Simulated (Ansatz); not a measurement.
C2H4FNSi, SMILES `FC1C=N[SiH2]1`, relaxed with RKS PBE-D4/def2-SVP in Ansatz 0.2.0 from a rough embedded geometry. The force threshold is 0.03 eV/Å; the program also tests the step.

Charge 0, multiplicity 1.

Start:

```xyz
9

F     1.039   -1.606    0.153
C     0.278   -0.713   -0.442
C    -0.986   -0.547    0.360
N    -1.071    0.705    0.751
Si    0.555    1.057    0.032
H     0.081   -0.905   -1.513
H    -1.792   -1.327    0.556
H     0.360    2.056   -1.038
H     1.536    1.280    1.139
```

Question: How much energy does the relaxation release, and in how many steps? (An estimate is asked.)

Answer: Computed: 41.70 kJ/mol, in 7 steps.

Question: Which bonds change most? (Estimate.)

Answer: The calculation gave: C2–Si5 from 1.853 to 1.943 Å; F1–C2 from 1.315 to 1.382 Å; Si5–H8 from 1.477 to 1.506 Å; C3–H7 from 1.138 to 1.117 Å.

Question: Give the relaxed structure. (Estimate.)

Answer: Computed: 
```xyz
9

F     1.121   -1.756    0.011
C     0.263   -0.766   -0.429
C    -1.005   -0.540    0.388
N    -1.198    0.717    0.653
Si    0.475    1.108    0.035
H     0.011   -0.952   -1.501
H    -1.705   -1.352    0.699
H     0.599    2.185   -1.011
H     1.440    1.357    1.155
```
